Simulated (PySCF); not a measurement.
## TDDFT excited states: C4H6F2O2Si

C₄H₆F₂O₂Si.
Z-matrix (Å and degrees, GFN2-xTB geometry), rows numbered from 1:
```
O 
C   1  1.2008
C   2  1.4875  1  124.43
O   3  1.4178  2  111.00  1  -164.92
C   4  1.4079  3  111.50  2  -162.58
C   5  1.5356  4  111.23  3    48.68
F   6  1.3832  5  110.28  4    91.56
Si  6  1.9283  5  103.62  4   -27.26
F   8  1.6004  3  111.17  2    29.45
H   2  1.1033  1  122.55  3   178.07
H   3  1.0997  2  109.68  1   -42.37
H   5  1.0907  4  106.31  3   169.70
H   5  1.1003  4  110.08  3   -71.72
H   6  1.0929  5  110.78  4  -152.32
H   8  1.4450  3  117.71  2   -96.06
```

Level of theory: PySCF, TDDFT CAM-B3LYP/def2-SVPD, vertical, gas phase, core orbitals frozen in the response.

Predict the UV-vis stick spectrum at this level.

```
state  E (eV)  E (hartree)       f  |μ| (D)  main configurations (H = HOMO, L = LUMO)
   S1    4.33       0.1591  0.0014     0.29        H→L (55%), H-1→L (24%), H→L+1 (9%)
   S2    5.98       0.2196   0.042     1.35                    H-1→L (60%), H→L (30%)
   S3    6.48       0.2383   0.017     0.82                H→L+1 (56%), H-1→L+1 (26%)
   S4    6.94       0.2551   0.013     0.71                H-1→L+1 (53%), H→L+1 (21%)
   S5    7.26       0.2669   0.010     0.61   H→L+2 (34%), H-1→L+2 (30%), H-2→L (13%)
   S6    7.36       0.2704   0.030     1.04  H-2→L (44%), H-2→L+1 (16%), H-1→L+2 (8%)
   S7    7.62       0.2799   0.053     1.36                               H→L+3 (66%)
   S8    7.67       0.2820   0.045     1.24                               H-3→L (72%)
```

Triplets, Tamm–Dancoff:

```tsv
state	E (eV)	λ (nm)	main configurations (H = HOMO, L = LUMO)
T1	3.75	330.8	H→L (55%), H-1→L (22%), H→L+1 (10%)
T2	5.28	234.8	H-1→L (48%), H→L (23%), H-5→L (8%)
T3	6.02	205.8	H→L+1 (37%), H-1→L+1 (26%)
```

The lowest singlet lies at 4.33 eV (286 nm, ultraviolet) and is very weak; its leading configuration is HOMO→LUMO (55%). The most intense listed level is S7 at 7.62 eV (163 nm, f = 0.053), 3.29 eV above S1. Löwdin shares by element: HOMO oxygen 50%, carbon 25% or more (atoms not listed hold the other 25%); LUMO carbon 38% or more, oxygen 23% or more, silicon 14% (atoms not listed hold the other 25%). The oscillator strengths of these states sum to 0.211; summed over the whole spectrum of an exact calculation they would give the number of electrons, 78 (Thomas–Reiche–Kuhn). The listed states span 3.34 eV, and the widest gap between neighbours is 1.65 eV (S1 to S2). Weighted by f, the mean energy of these states is 7.10 eV. No computed singlet lies in the visible range (380 to 750 nm); the lowest, at 286 nm, stands 1.07 eV above its violet end (3.26 eV). The window holds the lowest 8 singlets.

The run took 2.3 min of wall time on one thread of an Arm Neoverse N1, no GPU, shared host with 64 logical CPUs at a one-minute load of 61, and the process peaked at 1.1 GiB of memory.

One conformer stands for the species.
